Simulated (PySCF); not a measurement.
Computed XPS line lists of a few unrelated compounds.

Computed with PySCF, delta-SCF UKS SCAN, pcX-2 on the ionised atom, pcseg-1 elsewhere, spin-free X2C. Geometries: PBE0-D3(BJ)/def2-SVP; isolated species, one conformer each.

Line lists (1s up to Mg, 2p3/2 beyond, nothing for Al or Se; areas count atoms within a level, one atom standing for each set equivalent by bonding):
1. C 1s: 288.77 (area 1), 288.80 (area 1), 290.46 (area 1), 291.61 (area 1), 291.94 (area 1), 291.95 (area 1) eV; N 1s: 406.08 eV
2. C 1s: 290.42 eV; Si 2p3/2: 106.98 eV
3. C 1s: 290.13 (area 1), 290.42 (area 1), 290.52 (area 1), 291.41 (area 1) eV; N 1s: 405.06 eV

Structures:
A. `[CH3][Al@@H-]1[CH2]CC[N+]1(C)C`
B. `C[SiH2][SeH]`
C. `C=C1C[C@@H]1N`

Q: Match each list to its structure.

A: 
- 1 = A: no other candidate has these counts of sites. C 1s: 288.77 ring CH2 carbon, 288.80 methyl carbon, 290.46 ring CH2 carbon, 291.61 sp3 carbon bound to nitrogen, 291.94 N-methyl carbon, 291.95 N-methyl carbon; N 1s: 406.08 nitrogen bonded to Al and 3 C.
- 2 = B: no other candidate has this set of levels. C 1s: 290.42 Si-methyl carbon; Si 2p3/2: 106.98 SiH2 silicon.
- 3 = C: no other candidate has these counts of sites. C 1s: 290.13 terminal =CH2 carbon, 290.42 fully substituted alkene carbon, 290.52 allylic carbon, 291.41 sp3 carbon bound to nitrogen; N 1s: 405.06 primary amine nitrogen.

Spin–orbit and ligand-field terms were added within each 2p shell after the spin-free SCF.
